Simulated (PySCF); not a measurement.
Species: cis-Ti(H2O)2F4 (singlet state).
Structure used (PBE0-D3(BJ)/def2-SVP), in Å, numbered top down from 1:
```xyz
11
F4H4O2Ti angstrom
Ti    -0.570   -0.025   -0.473
O     -0.303   -0.011    1.758
H     -0.741   -0.771    2.160
H     -0.707    0.783    2.130
F     -0.584   -0.026   -2.218
O      1.668   -0.004   -0.648
H      1.962    0.797   -1.098
H      1.993   -0.757   -1.156
F     -2.284   -0.031   -0.138
F     -0.174    1.683   -0.145
F     -0.163   -1.724   -0.142
```

A calculation gives these core lines: O 1s: 541.06 eV; F 1s: 690.95 (area 2), 691.26 (area 2) eV; Ti 2p3/2: 465.38 eV.

Computed with PySCF, delta-SCF UKS SCAN, pcX-2 on the ionised atom (unc-x2c-TZVPall on a metal), pcseg-1 elsewhere, spin-free X2C. Isolated species at its PBE0-D3(BJ)/def2-SVP geometry, gas phase. Metal 2p energies of this one-determinant scheme are less reliable than its 1s energies.

(1) Assign the F 1s lines to atoms.

Results:

(1) 690.95 eV: F10/F11 (fluorine bonded to Ti); 691.26 eV: F5/F9 (fluorine bonded to Ti). The listed F 1s values span 0.31 eV, from F10/F11 (bonded to Ti) to F5/F9 (bonded to Ti).

Bonded neighbours of each site: Ti1: 4 F and 2 O; O2/O6: 2 H and Ti; F5/F9: Ti; F10/F11: Ti.

Task: Give the binding energy of Ti 2p3/2 of Ti1 in hartree and in kJ/mol.

Result: 465.38 eV = 17.1024 Eh = 44902 kJ/mol.

One atom of each set of topologically equivalent atoms was ionised and stands for the set; in this conformer not all members are related by symmetry, and their own values weren't computed. The 2p values aren't plain energy differences: one relaxed spin-free 2p hole is combined with a matrix within the shell (ground-state 2p orbital-energy differences and spin–orbit coupling). 2p3/2, the mean of its two sublevels, lies a third of the splitting below the shell's mean and 2p1/2 two thirds above it; the statistical areas are 2:1. 2p1/2 minus 2p3/2 (ligand field included): Ti 5.71 eV. Satellites of the metal's 2p lines aren't described.

On one thread, Intel Xeon at 2.50 GHz (x86_64), shared host, this took 97 s of wall time and 0.61 GiB of memory at its peak.
